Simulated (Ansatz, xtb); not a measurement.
# A geometry optimisation of AlF2H3P− with r2SCAN-D4/def2-SVPD

The starting geometry of this gas-phase singlet has its atoms placed at random.

```xyz
7

Al   -0.2031    1.3301    0.5575
F     0.0653   -1.7780   -0.4952
F    -0.2513   -0.7923    1.6152
P    -1.4636   -0.3943   -0.8567
H     1.2876    0.9576    0.3431
H    -1.0544   -1.9949   -0.1180
H     0.1812   -0.5563    0.1772
```

Problem. One run relaxed it with r2SCAN-D4/def2-SVPD. What is a likely outcome?

Solution. It ends as a structure given below by its coordinates. Distances that change by over a tenth: Al1–H7 (1.96 → 2.90 Å). Contacts that close: Al1–F2 (3.29 → 1.73 Å), Al1–F3 (2.37 → 1.73 Å), P4–H6 (1.81 → 1.43 Å), P4–H7 (1.95 → 1.43 Å).

The energy falls by 10.39 eV over 22 steps:

```
step  E − E(last) (eV)
   1            10.387
   3             7.493
   6             4.791
   8             4.006
  10             3.599
  13             2.670
  15             1.296
  17             0.324
  20             0.009
  22             0.000
```

Final geometry (Å):

```yaml
atoms:
  - { symbol: Al, position_ang: [0.3522, -0.2252, 0.8111] }
  - { symbol: F, position_ang: [1.1681, -1.7475, 0.7134] }
  - { symbol: F, position_ang: [-0.3910, -0.1132, 2.3687] }
  - { symbol: P, position_ang: [-1.4378, -0.1176, -0.8071] }
  - { symbol: H, position_ang: [1.4071, 0.9806, 0.5817] }
  - { symbol: H, position_ang: [-1.9144, -1.4444, -0.5435] }
  - { symbol: H, position_ang: [-0.6224, -0.5607, -1.9012] }
```

From the same start GFN2-xTB reaches the same bonding as this run.

From so rough a start the end depends on the optimiser's path, so another program may land elsewhere. No frequencies were run, so the end isn't proven a minimum. Run with Ansatz 0.2.0, 53 s on 2 threads of Intel(R) Xeon(R) Platinum 8259CL CPU @ 2.50GHz (Skylake/Cascade Lake) (shared host).
